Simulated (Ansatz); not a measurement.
Relaxation of C$_{2}$H$_{6}$OSSi (11 atoms, charge 0, multiplicity 1), to a largest force component of 0.02 eV/Å in at most 50 steps.

Level of theory: Ansatz, RKS CAM-B3LYP/6-31G*.

```xyz
11
Properties=species:S:1:pos:R:3
C 0.374 0.212 1.870
C 0.405 0.291 0.520
O 1.110 1.336 -0.060
Si -0.340 -0.965 -0.589
S -0.431 -0.093 -2.561
H -0.223 -0.493 2.396
H 0.847 1.020 2.459
H -0.661 0.483 0.397
H -1.809 -1.214 -0.122
H 0.381 -2.226 -0.607
H -1.408 0.807 -2.259
```

Task: Where does it end, and by what steps?

Result: The forces met the threshold. After 35 steps the energy has fallen by 4.993 eV; H8 moved furthest, 1.83 Å. Parted: C2–Si4. Joined: C1–Si4.

| step | energy less start (eV) | largest force component (eV/Å) | accepted |
| --- | --- | --- | --- |
| 0 | 0.0000 | 6.184 | yes |
| 2 | -1.3825 | 1.883 | yes |
| 4 | -1.8454 | 0.891 | yes |
| 6 | -2.2766 | 0.461 | yes |
| 8 | -2.9230 | 1.014 | yes |
| 10 | -4.1596 | 0.986 | yes |
| 12 | -4.2770 | 6.052 | no |
| 14 | -4.8285 | 0.286 | yes |
| 16 | -4.8767 | 0.327 | yes |
| 18 | -4.8847 | 0.085 | yes |
| 20 | -4.8879 | 0.042 | yes |
| 22 | -4.8926 | 0.406 | yes |
| 24 | -4.8943 | 0.759 | no |
| 26 | -4.9250 | 0.160 | yes |
| 28 | -4.9474 | 0.476 | yes |
| 30 | -4.9809 | 0.477 | yes |
| 32 | -4.9899 | 0.108 | yes |
| 34 | -4.9924 | 0.028 | yes |
| 35 | -4.9926 | 0.016 | yes |

```xyz
11
Properties=species:S:1:pos:R:3
C -0.160 0.096 1.071
C 0.656 1.310 0.736
O 1.838 1.409 0.964
Si -0.188 -1.167 -0.342
S -1.038 -0.390 -2.158
H -1.191 0.377 1.314
H 0.289 -0.408 1.934
H 0.109 2.129 0.225
H -0.957 -2.348 0.120
H 1.192 -1.546 -0.708
H -2.305 -0.302 -1.711
```

Whether the end is a true minimum wasn't checked by a vibrational analysis.

The run took 93 s on 2 threads of Intel(R) Xeon(R) Platinum 8488C (Sapphire Rapids), on a shared host, peak memory 0.26 GiB.
